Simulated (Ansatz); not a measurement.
`F[Si]1(F)O[SiH2]1`. The species carries charge 0 and has multiplicity 1.

```xyz
7

F    -0.826    1.063   -1.954
Si    0.205    0.415   -0.950
F     1.586    0.427   -1.713
O    -0.243   -1.057   -0.359
Si   -0.157   -0.173    1.112
H    -1.454   -0.029    1.814
H     0.889   -0.646    2.049
```

(1) What are the harmonic wavenumbers in cm⁻¹ at PBE0-D4/def2-TZVP (Ansatz, finite differences of forces, unscaled)? (Estimate.)

(2) Is this a minimum?

(3) Give the ideal-gas thermochemistry at 298.15 K and 1 bar (rigid rotor, harmonic oscillator; point group Cs, symmetry number 1).

## Answers

(1) Ansatz gave: 155, 255, 279, 302, 467, 516, 626, 635, 761, 890, 958, 965, 1023, 2240, 2255.

(2) Yes, all 15 modes are real.

(3) Zero-point energy 73.7 kJ/mol; H(298) − E = 91.5 kJ/mol; entropy 322.0 J/(mol·K), of which translation 167.7, rotation 112.1, vibration 42.3; G(298) − E = -4.5 kJ/mol.
